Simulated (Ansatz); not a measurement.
A geometry relaxed with PBE-D3(BJ)/def2-TZVP in Ansatz (a program for electronic structure), charge 0, multiplicity 1:

```xyz
12

H     -0.0618    -0.8774     2.1220
C      0.7440    -1.1115     1.4236
H      1.6611    -0.8077    -0.4486
H     -1.6800    -0.2105     0.8512
C     -0.1667     0.3437    -0.3961
H     -0.6080     1.6245    -2.0572
C      0.0991     0.9432    -1.5824
C      0.8132    -0.5682     0.1979
H      1.0557     0.7827    -2.0748
H     -2.0532     1.0761    -0.1664
N     -1.3195     0.5976     0.3493
H      1.5161    -1.7925     1.7814
```

### Question
Write the SMILES of this molecule.

### Answer
`C=CC(=C)N`
